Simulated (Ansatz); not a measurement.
`[NH2][W]([OH])(=[S])=[S]`, relaxed with RKS PBE0-D4/def2-TZVP in the Gaussian-basis code of Ansatz from a GFN2-xTB geometry. The force threshold is 0.005 eV/Å; the program also tests the step.

The species carries charge 0 and has multiplicity 1. W takes the def2 core potential.

Start:

```xyz
8

N     1.040    0.659   -0.890
W    -0.240   -0.399    0.155
O    -1.342    0.438    1.363
S    -1.410   -1.471   -1.347
S     0.994   -1.900    1.152
H     2.020    0.838   -0.638
H     0.886    1.052   -1.827
H    -1.947    0.783    2.031
```

**Question.** How much energy does the relaxation release, and in how many steps? (Best estimate.)

**Answer.** Ansatz gave: 37.21 kJ/mol, in 24 steps, 4 of them rejected.

**Question.** Which bonds change most? (An estimate is asked.)

**Answer.** Computed: W2–S5 from 2.184 to 2.126 Å; W2–S4 from 2.184 to 2.128 Å; W2–O3 from 1.837 to 1.880 Å; N1–W2 from 1.962 to 1.923 Å.

**Question.** Give the relaxed structure. (Estimate.)

**Answer.** The calculation gave: 
```xyz
8

N     0.976    0.673   -0.829
W    -0.290   -0.471    0.057
O    -1.465    0.553    1.109
S    -1.416   -1.477   -1.442
S     0.806   -1.823    1.279
H     1.896    0.876   -0.469
H     0.848    1.028   -1.765
H    -1.356    0.642    2.060
```
